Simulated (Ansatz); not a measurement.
Ansatz results at the PBE0-D4/def2-TZVP geometry: LUMO energy (B3LYP/def2-TZVPP) -3.39 eV; HOMO–LUMO gap (PBE/def2-TZVPP) 3.00 eV; HOMO energy (ωB97M-V/def2-TZVPP) -9.86 eV.

**Question.** Which molecule gave them?
A. `[Cl][Sn][Br]`
B. `[NH2][Sn][Cl]`
C. `[F][Sn][Cl]`
D. `C[O][Sn][CH3]`

**Answer.** A. The others give `C[O][Sn][CH3]`: -2.35, 2.62, -8.52; `[F][Sn][Cl]`: -3.20, 3.54, -10.38; `[NH2][Sn][Cl]`: -2.31, 3.60, -9.60.

B3LYP here is the variant with VWN-RPA as its local correlation; programs differ in this.
